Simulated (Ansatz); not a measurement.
`O[SiH]([AlH2])CF` and `O[SiH]([AlH2])S` differ in one atom or group.

Ansatz, PBE0-D4/def2-TZVP geometries, multiplicity 1. Each molecule was computed in one conformer, which needn't be the lowest.

```json
{"property": "HOMO–LUMO gap (ωB97M-V/def2-TZVPP) / eV", "`O[SiH]([AlH2])CF`": "8.59"}
{"property": "HOMO–LUMO gap (PBE0/def2-TZVPP) / eV", "`O[SiH]([AlH2])CF`": "4.94"}
{"property": "LUMO energy (ωB97M-V/def2-TZVPP) / eV", "`O[SiH]([AlH2])CF`": "-0.71"}
{"property": "LUMO energy (PBE0/def2-TZVPP) / eV", "`O[SiH]([AlH2])CF`": "-2.34"}
{"property": "HOMO energy (PBE0/def2-TZVPP) / eV", "`O[SiH]([AlH2])CF`": "-7.28"}
{"property": "LUMO energy (PBE/def2-TZVPP) / eV", "`O[SiH]([AlH2])CF`": "-3.07"}
```

Question: Give the same properties after the change, and the shifts. (An estimate is asked.)

Answer: Ansatz gave: 
```csv
property,`O[SiH]([AlH2])S`,shift
HOMO–LUMO gap (ωB97M-V/def2-TZVPP) / eV,9.83,1.24
HOMO–LUMO gap (PBE0/def2-TZVPP) / eV,6.09,1.15
LUMO energy (ωB97M-V/def2-TZVPP) / eV,1.02,1.73
LUMO energy (PBE0/def2-TZVPP) / eV,-0.75,1.59
HOMO energy (PBE0/def2-TZVPP) / eV,-6.84,0.44
LUMO energy (PBE/def2-TZVPP) / eV,-1.60,1.47
```

With PBE0 the HOMO rises by 0.44 eV and the LUMO rises by 1.59 eV, so the gap widens by about 1.15 eV. PBE moves the HOMO by 0.29 eV and ωB97M-V by 0.49 eV.
